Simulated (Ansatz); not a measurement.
Mulliken charges of CH₅GaS₂ (`[CH3][GaH][S]S`) from r2SCAN/def2-TZVPP in Ansatz (PBE0-D4/def2-TZVP geometry).

```tsv
atom	x (Å)	y (Å)	z (Å)	charge (e)
C1	-0.613	1.161	-0.454	-0.301
Ga2	-0.808	-0.291	0.836	0.337
S3	0.848	-1.740	1.164	-0.198
S4	2.356	-1.046	-0.072	-0.134
H5	-0.824	2.119	0.026	0.078
H6	-1.334	1.033	-1.265	0.075
H7	0.394	1.179	-0.870	0.087
H8	-2.039	-0.623	1.747	-0.052
H9	2.108	-1.839	-1.130	0.109
```

By hand: the dipole of these point charges (1 e Å = 4.8032 D).

Σ q r = (-0.366, 0.214, -0.185) e Å, of length 0.463 e Å = 2.22 D.

How does the dipole of the full density compare? (Estimate.)

The calculation gave: (-0.231, 0.206, -0.291) e Å, 2.04 D; the point charges give 1.09 times that, at 22° from its direction.

Point charges leave out the atoms' own dipoles, such as those of lone pairs, and Mulliken's split depends on the basis, so the two needn't agree.
